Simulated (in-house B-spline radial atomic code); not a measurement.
In²⁺. Computed with a B-spline radial atomic code. Model: all-electron spherical atom, spin shells full or empty, radial basis limit, no spin-orbit coupling: exact exchange with a local potential (Slater, KLI or optimised effective potential, whose far tail is KLI's), no correlation.

Empty minority-spin level lies below the highest occupied level: each spin potential is zero at infinity, spin occupations fixed.

Exchange potential has not reached -1/r at the last radius.

The run also made RPA and GW results, which its time includes.

The Slater potential averages the orbital exchange potentials with the orbital densities as weights, KLI adds orbital constants, and the optimised effective potential minimises the exact-exchange energy among local potentials. So their energies lie above Hartree-Fock in the order OEP, KLI, Slater. All fall off as −1/r, unlike LDA and GGA exchange.

Command:
```bash
python run_gw.py task.json out
```
Settings (lengths in bohr, energies in hartree):
```
Z                      49
electrons              47
configuration          [Kr] 4d10 5s1
hamiltonian            nr
method                 oep
lmax                   9
spin_polarised         True
box_radius             17.55
intervals              76
ion_configuration      [Kr] 4d10
```

Time taken, with all properties: 24 s on 1 thread of Arm Neoverse N1, with other jobs on the host.

Given: hamiltonian non-relativistic; mean-field start exchange-only OEP.

Computed: energy above Hartree-Fock 16.04 millihartree; virial ratio -E/T less 1 0.

```
radius (bohr)  r times exchange potential up (hartree bohr)  r times exchange potential down (hartree bohr)
      0.00102                                     -0.040497                                       -0.040718
      0.00129                                     -0.051161                                       -0.051441
      0.00162                                     -0.064147                                       -0.064499
      0.00205                                     -0.080959                                       -0.081404
      0.00258                                      -0.10148                                        -0.10204
      0.00325                                      -0.12703                                        -0.12773
       0.0041                                       -0.1587                                        -0.15959
      0.00517                                      -0.19719                                        -0.19832
      0.00652                                      -0.24328                                         -0.2447
      0.00822                                      -0.29697                                        -0.29877
       0.0104                                             ?                                               ?
       0.0131                                      -0.42188                                        -0.42475
       0.0165                                      -0.48311                                        -0.48674
       0.0208                                      -0.53187                                        -0.53647
       0.0262                                       -0.5523                                        -0.55812
        0.033                                      -0.53055                                        -0.53794
       0.0416                                       -0.4962                                        -0.50556
       0.0525                                      -0.55825                                        -0.56993
       0.0662                                      -0.72082                                        -0.73539
       0.0835                                      -0.86925                                        -0.88759
        0.105                                             ?                                               ?
        0.133                                      -0.91353                                        -0.94262
        0.167                                      -0.83403                                        -0.87047
        0.211                                       -1.0047                                         -1.0506
        0.266                                       -1.2472                                         -1.3056
        0.335                                       -1.3311                                         -1.4051
        0.423                                       -1.1663                                           -1.26
        0.533                                      -0.78251                                        -0.89698
        0.672                                       -1.0838                                         -1.2289
        0.847                                       -1.3607                                         -1.5462
         1.07                                       -1.4141                                         -1.6416
         1.35                                       -1.2753                                         -1.5599
          1.7                                       -1.0184                                         -1.3848
         2.14                                      -0.88387                                         -1.2216
          2.7                                      -0.95018                                         -1.1157
         3.41                                       -1.0138                                         -1.0614
         4.29                                       -1.0252                                         -1.0349
```

**Question.** What belongs in the row 0.0104?

**Answer.** r times exchange potential up (hartree bohr): -0.35821; r times exchange potential down (hartree bohr): -0.36048.

**Question.** What belongs in the row 0.105?

**Answer.** r times exchange potential up (hartree bohr): -0.94661; r times exchange potential down (hartree bohr): -0.96965.

```json
{"occupied": "1s up", "level (hartree)": "-985.65", "Hartree-Fock level (hartree)": "-998.45"}
{"occupied": "1s down", "level (hartree)": "-985.87", "Hartree-Fock level (hartree)": "-998.44"}
{"occupied": "2s up", "level (hartree)": "-145.04", "Hartree-Fock level (hartree)": "-150.04"}
{"occupied": "2s down", "level (hartree)": "-145.26", "Hartree-Fock level (hartree)": "-150.03"}
{"occupied": "2p up", "level (hartree)": "-135.44", "Hartree-Fock level (hartree)": "-139.81"}
{"occupied": "2p down", "level (hartree)": "-135.66", "Hartree-Fock level (hartree)": "-139.81"}
{"occupied": "3s up", "level (hartree)": "-28.124", "Hartree-Fock level (hartree)": "-30.267"}
{"occupied": "3s down", "level (hartree)": "-28.344", "Hartree-Fock level (hartree)": "-30.26"}
{"occupied": "3p up", "level (hartree)": "-24.196", "Hartree-Fock level (hartree)": "-26.015"}
{"occupied": "3p down", "level (hartree)": "-24.415", "Hartree-Fock level (hartree)": "-26.013"}
{"occupied": "3d up", "level (hartree)": "-16.943", "Hartree-Fock level (hartree)": "-18.23"}
{"occupied": "3d down", "level (hartree)": "?", "Hartree-Fock level (hartree)": "?"}
{"occupied": "4s up", "level (hartree)": "-4.8443", "Hartree-Fock level (hartree)": "-5.6202"}
{"occupied": "4s down", "level (hartree)": "-5.0599", "Hartree-Fock level (hartree)": "-5.6065"}
{"occupied": "4p up", "level (hartree)": "-3.5681", "Hartree-Fock level (hartree)": "-4.1484"}
{"occupied": "4p down", "level (hartree)": "-3.7829", "Hartree-Fock level (hartree)": "-4.1449"}
{"occupied": "4d up", "level (hartree)": "?", "Hartree-Fock level (hartree)": "?"}
{"occupied": "4d down", "level (hartree)": "-1.6963", "Hartree-Fock level (hartree)": "-1.6975"}
{"occupied": "5s up", "level (hartree)": "-0.94493", "Hartree-Fock level (hartree)": "-0.94393"}
```

**Question.** What belongs in the row 3d down?

**Answer.** level (hartree): -17.163; Hartree-Fock level (hartree): -18.23.

**Question.** What belongs in the row 4d up?

**Answer.** level (hartree): -1.4875; Hartree-Fock level (hartree): -1.7039.

| empty | level (hartree) |
| --- | --- |
| 5s down | -1.0638 |
| 5p down | -0.79852 |
| 5p up | -0.71527 |
| 5d down | -0.464 |
| 6s down | ? |
| 5d up | -0.43787 |
| 6s up | -0.43648 |
| 6p down | -0.37845 |

**Question.** What belongs in the row 6s down?

**Answer.** level (hartree): -0.4594.

The highest level, 5s up, differs from Hartree-Fock by -0.027 eV and the deepest, 1s down, by +342 eV: a local potential can match the highest level but can't give each shell its own exchange.
